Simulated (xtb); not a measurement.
Input file for xtb: GFN-FF on CH6FGaO (a complex), monomers drawn apart or pushed together.

```
$ xtb mol.xyz --gfnff --sp --chrg 0 --uhf 0
10

C     -0.81961779    -0.59600906     2.46606368
O      0.30629081     0.09500580     1.93705396
Ga     0.60977218     0.39946948     0.17661847
H     -1.49901563    -0.92624417     1.67507676
H     -0.47995652    -1.47015689     3.02537897
H     -1.36446284     0.06328739     3.14486741
H     -0.50086895    -0.17494581    -0.75500837
H      1.92416496     1.17865520    -0.07774270
F      1.84791366     0.86575888     3.60073405
H      1.24489349     0.56614182     2.92161295
```

It printed:

```
[...]
           -------------------------------------------------
          |                Calculation Setup                |
           -------------------------------------------------



molecular fragmentation (1/2 indicates fragments):
1111111122
# atoms in fragment 1/2:     8     2
 fragment masses (1/2) :      102.77       20.01
CMA distance (Bohr)    :   6.081
constraining FC (au)   :  0.0500

          ==================== Thresholds ====================
          CN  :   150.00000
          rep :   500.00000
          disp:  2500.00000
          HB1 :   250.00000
          HB2 :   450.00000

          Pauling EN used:
          Z : 1  EN :  2.20
          Z : 6  EN :  2.55
          Z : 8  EN :  3.44
          Z : 9  EN :  3.98
          Z :31  EN :  1.81
          electric field strengths (au): 0.000

           -------------------------------------------------
          |           Force Field Initialization            |
           -------------------------------------------------

          distances ...
          ----------------------------------------
          generating topology and atomic info file ...
          pair mat ...
          computing topology distances matrix with Floyd-Warshall algo ...
          making topology EEQ charges ...
          #fragments for EEQ constrain: 2
          ----------------------------------------
          generating topology and atomic info file ...
          pair mat ...
          computing topology distances matrix with Floyd-Warshall algo ...
          making topology EEQ charges ...
          rings ...
          # BATM   22
          # H in HB   3
          doing iterative Hueckel for 1 subsystem(s) ...

  atom   neighbors  erfCN metchar sp-hybrid imet pi  qest     coordinates
    1  C       4    3.51   0.00         3    0    0   0.039   -1.548853   -1.126294    4.660185
    2  O       2    1.98   0.00         3    0    0  -0.335    0.578806    0.179535    3.660501
    3  Ga      3    2.79   0.09         2    1    0   0.073    1.152302    0.754888    0.333761
    4  H       1    0.97   0.00         0    0    0   0.048   -2.832729   -1.750348    3.165436
    5  H       1    0.97   0.00         0    0    0   0.048   -0.906986   -2.778194    5.717138
    6  H       1    0.97   0.00         0    0    0   0.048   -2.578461    0.119596    5.942938
    7  H       1    0.96   0.01         0    0    0   0.039   -0.946505   -0.330600   -1.426759
    8  H       1    0.96   0.01         0    0    0   0.039    3.636145    2.227336   -0.146912
    9  F       1    0.98   0.00         0    0    0  -0.322    3.492051    1.636047    6.804401
   10  H       1    1.05   0.04         0    0    0   0.322    2.352508    1.069853    5.521048

          #atoms :   10
          #bonds :   8
          #angl  :   10
          #tors  :   5
          #nmol  :   2
          #optfrag :   2
           -------------------------------------------------
          |                   G F N - F F                   |
          |          A general generic force-field          |
          |                  Version 1.0.3                  |
           -------------------------------------------------
          Number of HB bonds (bound hydrogen)     12
          Number of HB bonds (unbound hydrogen)   6
          Number of XB bonds                      0

 E+G (total)                   0 d,  0 h,  0 min,  0.000 sec
 distance/D3 list               ...        0 min,  0.000 sec (  1.083%)
 non bonded repulsion           ...        0 min,  0.000 sec ( 17.773%)
 dCN                            ...        0 min,  0.000 sec (  4.390%)
 EEQ energy and q               ...        0 min,  0.000 sec ( 13.889%)
Note: The following floating-point exceptions are signalling: IEEE_UNDERFLOW_FLAG IEEE_DENORMAL
normal termination of xtb
 D3                             ...        0 min,  0.000 sec ( 15.096%)
 EEQ gradient                   ...        0 min,  0.000 sec (  5.395%)
 bonds                          ...        0 min,  0.000 sec (  7.626%)
 bend and torsion               ...        0 min,  0.000 sec (  9.732%)
 bonded ATM                     ...        0 min,  0.000 sec (  3.841%)
 HB/XB (incl list setup)        ...        0 min,  0.000 sec ( 17.075%)

         :::::::::::::::::::::::::::::::::::::::::::::::::::::
         ::                     SUMMARY                     ::
         :::::::::::::::::::::::::::::::::::::::::::::::::::::
         :: total energy              -1.050571987332 Eh    ::
         :: gradient norm              0.060700254605 Eh/a0 ::
         ::.................................................::
         :: bond energy               -1.015211672815 Eh    ::
         :: angle energy               0.000881255853 Eh    ::
         :: torsion energy             0.000861703957 Eh    ::
         :: repulsion energy           0.061432402520 Eh    ::
         :: electrostat energy        -0.092032660164 Eh    ::
         :: dispersion energy         -0.003238731419 Eh    ::
         :: HB energy                 -0.003228594876 Eh    ::
         :: XB energy                  0.000000000000 Eh    ::
         :: bonded atm energy         -0.000035690388 Eh    ::
         :: external energy            0.000000000000 Eh    ::
         :: add. restraining           0.000000000000 Eh    ::
         :: total charge               0.000000000000 e     ::
         :::::::::::::::::::::::::::::::::::::::::::::::::::::

           -------------------------------------------------
          |                Property Printout                |
           -------------------------------------------------

molecular dipole:
                 x           y           z       tot (Debye)
 q only:       -0.946      -0.472      -1.038       3.765

           -------------------------------------------------
          | TOTAL ENERGY               -1.050571987332 Eh   |
          | GRADIENT NORM               0.060700254605 Eh/α |
           -------------------------------------------------
########################################################################
[WARNING] Runtime exception occurred
-1- gfnff_setup: Could not read topology file.
########################################################################

------------------------------------------------------------------------
------------------------------------------------------------------------
 total:
 SCF:
```

The run finished.

Cost: very roughly 0.020 core-seconds.
